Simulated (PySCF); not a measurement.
B3LYP has the VWN-RPA correlation part, as in Gaussian. 

Z-matrix (Å, degrees):
```
Hf
S 1 2.4375
H 2 1.3704 1 89.10
S 1 2.4378 2 108.92 3 -71.95
H 4 1.3704 1 89.00 2 -168.28
S 1 2.4379 2 108.69 3 167.57
H 6 1.3703 1 89.00 2 74.15
S 1 2.4383 2 110.47 3 47.92
H 8 1.3702 1 89.01 2 47.33
```
Charge 0, spin multiplicity 1.

**Question.** Predict the dipole moment, charge on the central atom (Mulliken), total energy, HOMO–LUMO gap and LUMO from B3LYP-D3(BJ)/def2-TZVP // BP86-D3(BJ)/def2-SVP in PySCF.

**Answer.** 
```
Item                                           Value
-------------------------------------  -------------
dipole moment                                 0.04 D
charge on the central atom (Mulliken)         0.96 e
total energy                           -1643.5567 Ha
HOMO–LUMO gap                                5.28 eV
LUMO                                        -2.34 eV
```
